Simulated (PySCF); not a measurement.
C6H3ClFNS.
Numbering: `[F:1][c:2]1[c:3]([Cl:4])[s:5][c:6]2[cH:7][cH:8][nH:9][c:10]12` (hydrogens: H11 on C7; H12 on C8; H13 on N9)

Method: PySCF 2.14.0, PBE0-D3(BJ)/def2-SVP geometry optimisation, gas phase.

Problem. What internal coordinates does the optimisation give?

Solution. 
| bond | length (Å) | order |
| --- | --- | --- |
| F1–C2 | 1.324 | single |
| C2–C3 | 1.370 | aromatic |
| C3–Cl4 | 1.706 | single |
| C3–S5 | 1.750 | aromatic |
| S5–C6 | 1.733 | aromatic |
| C6–C7 | 1.420 | aromatic |
| C7–C8 | 1.381 | aromatic |
| C8–N9 | 1.373 | aromatic |
| N9–C10 | 1.364 | aromatic |
| C2–C10 | 1.420 | aromatic |
| C6–C10 | 1.394 | aromatic |
| C7–H11 | 1.087 | single |
| C8–H12 | 1.088 | single |
| N9–H13 | 1.009 | single |

Orders are formal, as drawn. A selection of angles:
| angle | degrees |
| --- | --- |
| F1–C2–C3 | 124.5 |
| F1–C2–C10 | 124.1 |
| C3–C2–C10 | 111.4 |
| C2–C3–Cl4 | 125.9 |
| C2–C3–S5 | 113.1 |
| Cl4–C3–S5 | 121.0 |
| C3–S5–C6 | 90.5 |
| S5–C6–C7 | 140.6 |
| S5–C6–C10 | 111.5 |
| C7–C6–C10 | 107.9 |
| C6–C7–C8 | 105.7 |
| C7–C8–N9 | 109.8 |
| C8–N9–C10 | 108.6 |
| C2–C10–N9 | 138.5 |
| C2–C10–C6 | 113.5 |
| C6–C10–N9 | 108.1 |
| H13–N9–C8 | 125.7 |
| H13–N9–C10 | 125.7 |

S5 (thiophene-type sulfur) is bent (angle 90.5°). The C–C distances run from 1.370 Å (C2–C3, aromatic) to 1.420 Å (C6–C7, aromatic), a spread of 0.050 Å. N9 (pyrrole-type nitrogen) is planar (angles 125.7°, 125.7° and 108.6°, sum 360.0°, 0.01 Å off the plane of its three neighbours). The 5-membered ring C2–C3–S5–C6–C10 has internal angles of 90.5° to 113.5° (sum 540°, against 540° for a flat polygon); it is planar, 0.00 Å rms from its mean plane, widest ring torsion 0°. The 10 heavy atoms lie in one plane (0.001 Å rms). The 5-membered ring C6–C7–C8–N9–C10 has internal angles of 105.7° to 109.8° (sum 540°, against 540° for a flat polygon); it is planar, 0.00 Å rms from its mean plane, widest ring torsion 0°.

Point group: Cs (tolerance 0.08 Å). PBE0-D3(BJ)/def2-SVP frequencies: not computed here.
